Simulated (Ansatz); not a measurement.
Geometry optimisation, UKS B3LYP/def2-SVP in Ansatz 0.2.0.

Input:

```yaml
crystal:
  periodic: [false, false, false]
  atoms:
    - { symbol: B, position_ang: [0.0, 0.0, 0.0] }
    - { symbol: H, position_ang: [0.0, 0.0, 1.44] }
    - { symbol: O, position_ang: [1.2211, 0.0, -0.705] }
    - { symbol: H, position_ang: [1.5209, -0.9519, -0.8599] }
    - { symbol: F, position_ang: [-1.1431, 0.0, -0.66] }
    - { symbol: C, position_ang: [0.0, 0.0, 2.85] }
    - { symbol: F, position_ang: [-0.6774, -1.055, 3.294] }
    - { symbol: F, position_ang: [1.2523, -0.0592, 3.294] }
    - { symbol: F, position_ang: [-0.5749, 1.1141, 3.294] }
magnetization:
  spin_polarized: true
  initial_magnetization: 1
basis:
  gaussian: { orbitals: def2-SVP }
hamiltonian:
  xc: b3lyp
relax:
  f_tol: 0.15
  max_steps: 25
  restrain:
    - { distance: [1, 5], at: 2.31, k: 30.0 }
    - { distance: [0, 1], at: 1.19, k: 30.0 }
output:
  orbitals: {}
```

Launched with:

```bash
$ ansatz run input.yaml --threads 4 --pin off --max-ram 5120MiB --backend cpu --events-out ev --progress --plain --runs-dir out
```

Task: Where does it end, and by what steps?

Result: The run converged. The restraints hold the end off the free minimum. After 9 steps the energy has fallen by 0.999 eV (the restraints' own energy left out); O3 moved furthest, 0.59 Å.

```tsv
step	energy less start (eV)	largest force component (eV/Å)	accepted
0	0.0000	1.855	yes
1	-0.1654	1.440	yes
2	0.1250	3.509	yes
3	-0.4535	0.919	yes
4	-0.5551	1.096	yes
5	-0.7629	0.595	yes
6	-0.7627	2.397	no
7	-0.8695	0.859	yes
8	-0.9627	0.431	yes
9	-0.9993	0.332	yes
```

```xyz
9
Properties=species:S:1:pos:R:3
B -0.038 -0.087 -0.308
H 0.015 -0.148 0.888
O 1.003 -0.370 -1.112
H 1.798 -0.638 -0.635
F -1.177 0.280 -0.880
C -0.018 0.001 3.200
F -0.683 -1.048 3.644
F 1.259 -0.067 3.532
F -0.561 1.127 3.618
```

The run took 20 s on 4 threads of Arm Neoverse V2 (shared host), peak memory 0.34 GiB.
